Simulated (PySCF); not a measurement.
The dipole of `C=CBSC` from its density and from atomic charges.

Coordinates (PBE0-D3(BJ)/def2-SVP, Å) and charges (e) from the PBE0/pcSseg-1 density (PySCF):

```
atom       x       y       z  Mulliken      IAO  Hirshfeld  ESP-fitted
  C1   2.603   0.153  -0.655   -0.1632  -0.2335    -0.0589     -0.2398
  C2   1.355  -0.170  -1.034   -0.4023  -0.2592    -0.1230     -0.3652
  B3   0.142   0.073  -0.107   +0.2750  -0.0838    +0.0700     +0.3156
  S4  -1.478  -0.389  -0.667   -0.1630  +0.1439    -0.0058     -0.2403
  C5  -2.579   0.076   0.700   -0.4002  -0.4968    -0.1121     -0.1978
  H6   3.474  -0.012  -1.298   +0.1269  +0.1488    +0.0503     +0.1524
  H7   2.799   0.599   0.327   +0.1270  +0.1465    +0.0496     +0.1385
  H8   1.220  -0.614  -2.029   +0.1183  +0.1452    +0.0393     +0.1879
  H9   0.274   0.567   0.990   +0.0085  +0.0069    -0.0599     -0.0765
 H10  -2.607   1.167   0.818   +0.1586  +0.1589    +0.0499     +0.0988
 H11  -3.586  -0.284   0.452   +0.1552  +0.1646    +0.0501     +0.1346
 H12  -2.250  -0.390   1.638   +0.1591  +0.1586    +0.0506     +0.0918
```

Problem. Form Σ q r in debye for every column and set it beside the full dipole.

Solution. The full density gives (-0.12, 0.42, 0.97) D, 1.06 D in size; dipole vectors point from the negative to the positive end.

```
    scheme     μx     μy    μz  size (D)  share of the full size (%)  angle to the full dipole (°)
  Mulliken  -0.21   0.88  2.05      2.24                         211                             1
       IAO  -0.76  -0.07  0.08      0.77                          72                            80
 Hirshfeld  -0.44   0.03  0.20      0.48                          45                            59
ESP-fitted  -0.15   0.44  0.99      1.09                         102                             1
```

Problem. Which set comes closest?

Solution. Length of the difference vector: ESP-fitted 0.03 D, Hirshfeld 0.92 D, Mulliken 1.18 D, IAO 1.19 D. Closest: ESP-fitted. ESP charges are fitted to the potential around the molecule, whose slowest-falling term is the dipole's. The schemes that divide the density aren't constrained to reproduce the dipole.

Problem. What is left for the Hirshfeld atoms' own dipoles?

Solution. The shares of the density sum to the whole, so what Σ q r misses lies in dipoles about the nuclei. The atomic dipoles sum to (-0.12, 0.42, 0.97) − (-0.44, 0.03, 0.20) = (0.32, 0.39, 0.77) D, 0.92 D in size.

Problem. With the origin at the mean of the coordinates, (-0.053, 0.065, -0.072) Å, which are the largest single terms, by size, of the Hirshfeld dipole along the direction of the full one?

Solution. C2 +0.67, C5 -0.54, H8 -0.42, H12 +0.40, H6 -0.38 D; all 12 atoms together +0.25 D. The single terms depend on the origin, their sum doesn't.

Problem. Give the size of the full dipole in other units.

Solution. 1.06 D = 0.418 au = 0.221 e·Å = 3.54 × 10⁻³⁰ C·m.

The structure is a single PBE0-D3(BJ)/def2-SVP conformer in the gas phase; no vibrational or solvent corrections.

The run behind these numbers computed NMR shieldings as well. On an x86-64 server with one thread, no GPU, shared host, this took 26 s wall.

Shape of the structure used: `[CH2:1]=[CH:2][BH:3][S:4][CH3:5]`: C1–C2–B3–S4 180°, C2–B3–S4–C5 180°.
